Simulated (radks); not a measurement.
The numbers below are computed, except where a source is named.
Question: Pd II, 45 electrons, occupied as [Kr] 4d8.5 5p0.5 (fractional occupations, a model configuration). Code: a radial shooting solver on a logarithmic mesh with Libxc functionals. Model: scalar-relativistic Kohn-Sham, LDA (Slater exchange, Perdew-Wang correlation), spin-polarised, spherical densities, point nucleus; open shells are filled with parallel spins first (spin-orbit coupling, left out, can overturn this in heavy ions). Some entries of the table are withheld. Estimate them.

orbital  occ.  eigenvalue (eV)  <1/r> (bohr^-1)
1s up       1        -24149.96            48.19
1s down     1        -24149.95            48.19
2s up       1        -3539.191            10.93
2s down     1        -3538.942            10.93
2p up       3        -3176.670            10.58
2p down     3        -3176.470            10.58
3s up       1        -649.3790            3.821
3s down     1        -649.1994            3.821
3p up       3        -530.2372            3.642
3p down     3        -530.0422            3.642
3d up       5        -340.4134            3.417
3d down     5        -340.1577            3.418
4s up       1        -100.0387              (1)
4s down     1         -99.0435              (2)
4p up       3              (3)            1.311
4p down     3              (4)            1.312
4d up       5         -17.6692           0.9494
4d down   3.5         -16.6597           0.9471
5p up     0.5          -7.6689           0.3551
5p down     0          -7.0403           0.3471

Answer: 
(1) 4s up <1/r> (bohr^-1): 1.463
(2) 4s down <1/r> (bohr^-1): 1.464
(3) 4p up eigenvalue (eV): -65.8181
(4) 4p down eigenvalue (eV): -64.7948
